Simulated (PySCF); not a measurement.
C₃H₃BO₃.
Bonds: O1–C2 (double), C2–C3, C3–C4 (triple), C4–B5, B5–O6, B5–O7. Hydrogens: H8 on C2; H9 on O6; H10 on O7.

Method: PySCF, PBE0-D3(BJ)/def2-SVP geometry optimisation, gas phase; density fitting, grid level 1; the optimiser is geomeTRIC in internal coordinates, started from a GFN2-xTB structure with every atom displaced at random (about 0.01 Å).

Step 2: E = -9959.3674 eV
```
atom  x, y, z in Å  |  force x, y, z in eV/Å
O1     -3.4948   -1.1627   -0.4613    0.076  -0.025   0.033
C2     -2.7133   -0.5523   -1.1451   -0.022  -0.031  -0.096
C3     -1.3253   -0.3102   -0.8147   -0.217   0.323   0.143
C4     -0.1964    0.0611   -0.5376    0.275  -0.485  -0.140
B5      1.3030    0.2846   -0.2288    0.101   0.077   0.012
O6      2.1742   -0.6796   -0.6268   -0.154  -0.040  -0.039
O7      1.6446    1.4270    0.4135   -0.056   0.163   0.098
H8     -3.0208   -0.1012   -2.1208    0.004  -0.001  -0.013
H9      3.0989   -0.5273   -0.4118   -0.021   0.030   0.005
H10     2.5804    1.5394    0.6012    0.014  -0.009  -0.004
```

Step 3: E = -9959.3885 eV
```
atom  x, y, z in Å  |  force x, y, z in eV/Å
O1     -3.4668   -1.1340   -0.4332   -0.245  -0.105   0.026
C2     -2.7179   -0.5208   -1.1476    0.150  -0.055   0.079
C3     -1.3243   -0.3043   -0.8247   -0.403   0.211  -0.225
C4     -0.1701   -0.0191   -0.5694    0.445  -0.178   0.030
B5      1.3155    0.2430   -0.2407   -0.119   0.333   0.139
O6      2.2202   -0.6913   -0.6193    0.101   0.000  -0.001
O7      1.5958    1.4086    0.4065   -0.075  -0.194  -0.100
H8     -3.0592   -0.0696   -2.1132    0.076  -0.007   0.040
H9      3.1311   -0.4868   -0.3834   -0.035  -0.058  -0.039
H10     2.5261    1.5531    0.5928    0.107   0.053   0.053
```

Q: Estimate the geometry and energy of step 4. (The exact step hangs on the optimiser's Hessian estimate; all steps are aligned on step 3, rigid shifts and turns removed.)

A: E = -9959.3890 eV, largest force 0.428 eV/Å
```
atom  x, y, z in Å  |  force x, y, z in eV/Å
O1     -3.5159   -1.1257   -0.4596    0.209  -0.071   0.243
C2     -2.7176   -0.5173   -1.1248   -0.180   0.093  -0.377
C3     -1.3214   -0.2982   -0.8155   -0.259  -0.137   0.160
C4     -0.1478   -0.0698   -0.5804    0.018   0.081   0.038
B5      1.3260    0.2336   -0.2425   -0.187   0.273   0.103
O6      2.2353   -0.6944   -0.6210    0.247   0.074   0.051
O7      1.5769    1.4093    0.4039    0.003  -0.348  -0.181
H8     -3.0349   -0.0550   -2.0920    0.098   0.063  -0.042
H9      3.1443   -0.4807   -0.3863    0.000  -0.076  -0.043
H10     2.5054    1.5770    0.5859    0.050   0.046   0.049
```

The energy changes by -0.0005 eV. The first-order estimate −F·Δx gives -0.0278 eV and the mean of the old and new forces, exact on a quadratic surface, +0.0007 eV. The step makes an angle of 73° with the force vector and moves no atom by more than 0.056 Å.

The cost below is that of the whole optimisation. Time: 56 s wall; peak memory 0.45 GiB. Hardware: one thread of an Arm Neoverse V2 (shared host).
